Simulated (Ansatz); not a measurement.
Species: CuF (charge -1, doublet). The spin state was set by rule; other spins were not relaxed. 
Structure (B3LYP-D3(BJ)/def2-TZVP (Ansatz, a program for electronic structure) minimum search):
```
Cu
F 1 1.8732
```
Charge -1, spin multiplicity 2.

Basis-set convergence of Hartree-Fock and CCSD correlation energies (hartree) with Ansatz. Correlated levels leave the core frozen unless marked. UHF or UKS for open shells. No spin-orbit coupling. Frozen are the shells of the preceding noble gas and the d and f shells that filled before the atom's block. No relativistic terms.

```csv
basis,functions,E(HF),"E(corr, CCSD)"
def2-SVPD,57,-1738.09527,-0.48785
def2-TZVPPD,107,-1738.44189,-0.70805
def2-QZVPPD,166,-1738.48747,-0.75547
```

Extrapolating the two largest sets (X = 3 and 4) as X^-3: E(corr) = (64·(-0.75547) - 27·(-0.70805))/37 = -0.7901 Eh, an estimate of the basis-set limit. The largest set recovers 95.6 % of it, the smallest 61.7 %.
